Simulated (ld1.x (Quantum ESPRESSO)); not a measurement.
## Building the PAW potential for iron (Fe) (PBEsol, scalar-relativistic).

```json
{
  "Element": "Fe",
  "Generator": "ld1.x (Quantum ESPRESSO) 7.5",
  "Type": "PAW",
  "Functional": "PBEsol",
  "Relativity": "scalar-relativistic",
  "Frozen core": "[Ne]",
  "Valence charge": "16",
  "Reference configuration": "3s2 3p6 3d6 4s0 4p0 (charge +2)",
  "Partial waves": "3s (bound): rcut 1.05, rcutus 1.20 bohr; 4s (bound, empty): rcut 1.05, rcutus 1.20 bohr; 3p (bound): rcut 1.15, rcutus 1.30 bohr; 4p (bound, empty): rcut 1.15, rcutus 1.30 bohr; 3d (bound): rcut 1.25, rcutus 1.65 bohr; 3d channel at -1.5 Ry: rcut 1.25, rcutus 1.65 bohr; 4f channel at 0.2 Ry: rcut 1.45, rcutus 1.80 bohr; 4f channel at 2.75 Ry: rcut 1.45, rcutus 1.80 bohr",
  "Local potential": "all-electron potential smoothed inside 1.05 bohr (lloc = -1)",
  "Core correction": "Bessel-smoothed model core inside 0.95 bohr",
  "Augmentation charge": "PSQ, radius 1.05 bohr"
}
```

All-electron outer shells of the reference configuration (PBEsol, scalar-relativistic, ld1.x):

```
shell  level (eV)  outermost node (bohr)  outermost maximum (bohr)
   2p     -716.15                      –                      0.18
   3s     -112.17                   0.33                      0.70
   3p      -78.35                   0.30                      0.72
   3d      -25.68                      –                      0.71
   4s      -19.99                   1.00                      2.15
   4p      -14.08                   1.08                      2.60
```

Task: Is the overlap operator S = 1 + Σ q|β⟩⟨β| positive definite (Bessel basis up to 400 Ry)?

Result: No: its lowest eigenvalue is -0.723, in the p channel, so the generalised eigenproblem breaks down once the basis is large enough.

Task: Tests: 3s2 3p6 3d6 4s2 4p0; 3s2 3p6 3d6 4s1 4p0; 3s2 3p6 3d5 4s0 4p0; 3s2 3p6 3d5 4s2 4p0; 3s2 3p6 3d6.5 4s1.5 4p0; 3s2 3p6 3d4 4s0 4p0; 3s2 3p6 3d7 4s0 4p0. Which has the largest error in its energy relative to the reference configuration, and how large is it?

Result: 3s2 3p6 3d4 4s0 4p0, with +48 meV (all-electron minus pseudo) on +87.24 eV.

The ghost test of this file was not conclusive. Its overlap operator is not positive definite in a basis up to 400 Ry (lowest eigenvalue p -0.72), so the file is unfit for use: the generalised eigenproblem breaks down once the basis is large enough, and its test numbers describe a broken file.
